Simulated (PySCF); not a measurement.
A GIAO shielding run with PySCF 2.14.0 with density-fitted response routines (density fitting, non-relativistic, gas phase) on `InChI=1S/C6H11O2P/c1-4-9(8,5-2)6(3)7/h4H,1,5H2,2-3H3/t9-/m0/s1`:

```
$ OMP_NUM_THREADS=1 python probes_run.py task.json out

{"job": {"kind": "nmr", "xc": "PBE0", "basis": "pcSseg-1"}, "charge": 0, "multiplicity": 1}
C     -1.581139    -2.642800    -0.200429
C     -1.108917    -1.586764    -0.840397
P     -0.266392    -0.289915     0.106782
O     -0.143768    -0.538528     1.548952
C     -1.146155     1.267406    -0.344170
C     -0.490525     2.432399     0.381011
C      1.380338    -0.123760    -0.788416
C      2.540020    -0.383624     0.108046
O      1.428215     0.160200    -1.954247
H     -1.465471    -2.715935     0.870169
H     -2.090357    -3.452749    -0.698007
H     -1.181588    -1.455094    -1.909686
H     -1.121910     1.401838    -1.425323
H     -2.183817     1.142213    -0.022120
H     -0.415075     2.207145     1.444017
H      0.512397     2.608145    -0.006538
H     -1.073066     3.343182     0.257392
H      2.479089     0.302891     0.953027
H      2.433252    -1.388369     0.518187
H      3.489722    -0.277205    -0.410981
```

Hardware: 1 thread of an Arm Neoverse V1, shared host. The job also computes population analyses, field gradients.

Q: How large is the calculation?

A: 78 electrons, 215 basis functions and 1135 auxiliary functions.

Q: How long does it take, and how much memory does it need?

A: 55 s of wall time, with 15 SCF cycles and 5 response iterations; peak memory 1 GiB. Times on a shared host scatter by some tens of per cent.
